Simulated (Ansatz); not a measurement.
Reaction (ligand exchange at a Ge–O bond): `[SiH3]C#C[O][GeH3]` + `NC=O` → `O=C[NH][GeH3]` + `OC#C[SiH3]`

Calculated with Ansatz (gas phase, PBE0-D4/def2-TZVP geometries, no zero-point term in ΔE). CCSD(T)/CBS is the MP2 limit (def2-TZVPP, def2-QZVPP) plus CCSD(T) − MP2 in def2-TZVPP, frozen cores. This one scheme is used for every species. Functionals use def2-TZVPP. B3LYP here is the variant with VWN-RPA as its local correlation; programs differ in this. For Ge outer-core shells are correlated without core-valence functions, which leaves a few kJ/mol of doubt a bond. Scalar relativity is left out up to krypton. One conformer a species, not always the lowest.

Q: Is it downhill or uphill in electronic energy at CCSD(T)/CBS, and by how much? (Best estimate.)

A: Ansatz gave: Uphill: ΔE = +5.9 kcal/mol.

Q: What do these levels give: PBE-D4, PBE, r2SCAN, B3LYP, MP2/def2-TZVPP, MP2/CBS(def2)? (An estimate is asked.)

A: Computed: PBE-D4 7.1, PBE 7.2, r2SCAN 7.5, B3LYP 8.3, MP2/def2-TZVPP 6.7, MP2/CBS(def2) 6.5 kcal/mol.

Largest T1 diagnostic among the species: 0.016.

In def2-TZVPP, CCSD(T) changes the Hartree–Fock value by −2.5 kcal/mol (the triples alone add −0.1 kcal/mol) and MP2 by −1.9 kcal/mol.
